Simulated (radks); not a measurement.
Results of a calculation; reference values are marked as such.
All-electron atom: Ru4+ in [Ar] 3d10 4s2 4p5 4d4 5d1 (not the ground configuration).

Code: a radial shooting solver on a logarithmic mesh with Libxc functionals. Model: scalar-relativistic Kohn-Sham, PBE, spin-polarised, spherical densities, point nucleus; open shells are filled with parallel spins first (spin-orbit coupling, left out, can overturn this in heavy ions).

Energy parts (hartree):
part                        energy
total                  -4524.42224
kinetic                 4679.07781
electron-nucleus      -10823.86140
Hartree                 1751.78267
exchange-correlation    -131.42132

Orbitals (lengths in bohr, moments of r in powers of bohr; <r^-3> diverges for s and p1/2; r(max) is where P^2 peaks):
orbital,occ.,eigenvalue (hartree),<r>,<r^-3>,<r^2>,r(max)
1s up,1,-808.6012,0.03344,-,0.001510,0.02172
1s down,1,-808.5938,0.03344,-,0.001510,0.02172
2s up,1,-118.3166,0.1457,-,0.02501,0.1229
2s down,1,-118.2817,0.1456,-,0.02501,0.1229
2p up,3,-106.2152,0.1270,3000,0.01969,0.09824
2p down,3,-106.1850,0.1269,3001,0.01968,0.09823
3s up,1,-22.77785,0.4025,-,0.1854,0.3614
3s down,1,-22.75408,0.4024,-,0.1853,0.3616
3p up,3,-18.80237,0.4028,515.8,0.1886,0.3547
3p down,3,-18.77523,0.4026,515.4,0.1883,0.3548
3d up,5,-12.41107,0.3837,69.53,0.1763,0.3008
3d down,5,-12.37331,0.3833,69.53,0.1758,0.3011
4s up,1,-5.09911,0.9942,-,1.114,0.9074
4s down,1,-4.90692,0.9908,-,1.109,0.9026
4p up,3,-3.95608,1.077,86.10,1.317,0.9676
4p down,2,-3.75864,1.076,87.27,1.319,0.9627
4d up,4,-2.26892,1.304,8.310,1.967,1.117
4d down,0,-2.07780,1.321,8.199,2.029,1.116
5d up,1,-0.89984,3.284,1.569,12.09,3.101

The highest occupied level is 5d up at -24.486 eV. The configuration is held as typed, so some empty levels lie below it. Spin moment in Bohr magnetons: 6.

Run on one thread of a shared host, so times are rough (Arm Neoverse V2): 0.2 s of CPU time, 0.2 s wall, 15 iterations on 2476 mesh points.
